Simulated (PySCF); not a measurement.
Two structures of BH$_{4}$O$_{2}$F, singlet, reached by relaxing down either side of one saddle point (PBE0-D4/def2-TZVP). Energies are electronic, without zero-point energy. Computed with PySCF 2.14 with density fitting (its default auxiliary sets; JK sets also for MP2 and CCSD(T)) (basis: def2-TZVPP and def2-QZVPP); correlated methods freeze the cores. Extrapolation: Hartree–Fock as exp(−7.88 √X), correlation as X^−2.97. First:

B1  (-0.706, 0.175, 0.167)
F2  (-0.468, 1.376, -0.389)
O3  (-1.188, -0.842, -0.583)
O4  (-0.472, -0.027, 1.484)
H5  (2.229, -0.084, -0.765)
H6  (2.085, -0.742, -0.443)
H7  (-1.315, -0.598, -1.502)
H8  (-0.131, 0.755, 1.924)
(Å)

Second:

B1  (-0.292, -0.558, 0.311)
F2  (0.947, 2.151, -1.230)
O3  (-1.246, -1.157, -0.433)
O4  (-0.543, -0.353, 1.622)
H5  (0.900, 1.305, -0.855)
H6  (0.772, -0.235, -0.178)
H7  (-1.007, -1.271, -1.354)
H8  (0.172, 0.077, 2.092)
(Å)

Problem. Which bonds change from the first to the second?

Solution. BH₂O₂F ([OH][B]([OH])[F]) + H₂ → BH₃O₂ ([OH][BH][OH]) + HF; bonds formed: B1–H6, F2–H5; bonds broken: B1–F2, H5–H6.

Problem. Give the saddle point's structure and its height above each. (To be estimated.)

Solution. The calculation gives: 2.568 eV above the first and 1.394 eV above the second (CCSD(T) at an estimated basis limit (MP2 extrapolated from triple and quadruple zeta, plus CCSD(T) − MP2 in triple zeta)).
```xyz
8
angstrom
B -0.2003 -0.1410 0.1265
F 0.3295 1.3032 -0.6470
O -1.1411 -0.7781 -0.6153
O -0.4325 0.0649 1.4474
H 1.0439 0.3914 -0.5186
H 1.0938 -0.5500 -0.1501
H -0.9412 -0.8479 -1.5490
H 0.2480 0.5575 1.9065
```

The T1 diagnostic stays at or below 0.014.

Labels in which every atom is bracketed show which atoms are joined, not bond orders.

For scale, one of the runs: CCSD(T)/def2-TZVPP, 180 basis functions, launched by `OMP_NUM_THREADS=4 python run.py`. Time: 4.5 min of wall clock on 4 CPU threads of an Arm Neoverse V2; the host was shared. Peak host memory: 2 GiB.
